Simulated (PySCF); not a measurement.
## Energy profile

The step: BH₃O₂ ([OH][BH][OH]) + NH₃ → BNH₄O₂ ([NH2][B]([OH])[OH]) + H₂; bonds formed: H2–H5; dative contacts that become bonds: B1–N6; bonds broken: B1–H2, H5–N6 (atoms numbered as in the saddle structure below).

```
10
angstrom
B 0.3387 0.0314 -0.1283
H 0.3863 0.8875 1.1052
O 0.4004 0.9158 -1.2094
O 1.3012 -0.9603 -0.0301
H -0.5117 0.3335 1.1020
N -1.0661 -0.5261 0.3074
H -0.0525 1.7468 -1.0674
H 2.1427 -0.6600 -0.3792
H -1.8602 -0.2632 -0.2586
H -1.0787 -1.5052 0.5582
```

Electronic energies by CCSD(T) at an estimated basis limit (MP2 extrapolated from triple and quadruple zeta, plus CCSD(T) − MP2 in triple zeta), on PBE0-D4/def2-TZVP structures; BNH₆O₂, singlet; no counterpoise correction. Program: PySCF 2.14 with density fitting (its default auxiliary sets; JK sets also for MP2 and CCSD(T)). Basis: def2-TZVPP and def2-QZVPP. Cores are frozen in the correlated methods. Extrapolation: Hartree–Fock as exp(−7.88 √X), correlation as X^−2.97.

Problem. Give the profile in kJ/mol, counted from the separated reactants. (To be estimated.)

Solution. The calculation gives:
```csv
point,kJ/mol
"separated: BH₃O₂ (linked as [OH][BH][OH]; B1, H2, O3, O4, H7, H8; singlet) + NH₃ (H5, N6, H9, H10; singlet)",0.0
start structure,-12.2
saddle,155.8
end structure,-65.5
"separated: BNH₄O₂ (linked as [NH2][B]([OH])[OH]; B1, O3, O4, N6, H7, H8, H9, H10; singlet) + H₂ (H2, H5; singlet)",-63.6
```

The T1 diagnostic stays at or below 0.013.

The step is the kind of exchange with an N–H group that builds nitride films in atomic layer and chemical vapour deposition.

For scale, one of the runs: CCSD(T)/def2-TZVPP, 208 basis functions, launched by `OMP_NUM_THREADS=4 python run.py`. The run took 8.9 min on 4 CPU threads of an Arm Neoverse V1 (shared host), with 3.2 GiB of host memory at its peak.
